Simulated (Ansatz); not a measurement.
Ligand exchange: GaH(CH3)(NH2) + Zn(NH2)2 → GaH(NH2)2 + Zn(CH3)(NH2)

Species: GaH(CH3)(NH2), singlet; Zn(NH2)2, singlet; GaH(NH2)2, singlet; Zn(CH3)(NH2), singlet. The partners trade CH3 for NH2: Ga–CH3 and Zn–NH2 bonds give way to Ga–NH2 and Zn–CH3.

Shapes, held fixed at every level: PBE0-D4/def2-TZVP. Programs: Ansatz 0.2.0. Electronic energies: no zero-point or thermal term.

**Question.** Estimate ΔE of this reaction.

**Answer.** wB97M-V/def2-TZVPP gives ΔE = -19.5 kJ/mol; the levels span -31.8 to -16.0. The median of the levels is -19.5. No measured value is set beside it here. Relativity is left out for Ga, Zn unless named. Times are processor times on shared x86 and Arm servers, and rough.

```csv
level,kind,ΔE (kJ/mol),CPU time (sum over the molecules)
HF/def2-SVP,Hartree–Fock,-31.8,–
HF/def2-TZVPP,Hartree–Fock,-23.0,–
PBE-D4/def2-TZVPP,GGA,-16.0,19 s
r2SCAN-D4/def2-TZVPP,meta-GGA,-18.4,36 s
BHLYP-D4/def2-TZVPP,global hybrid,-21.0,23 s
wB97X-V/def2-TZVPP,range-separated hybrid,-19.1,58 s
wB97M-V/def2-TZVPP,range-separated hybrid,-19.5,83 s
```
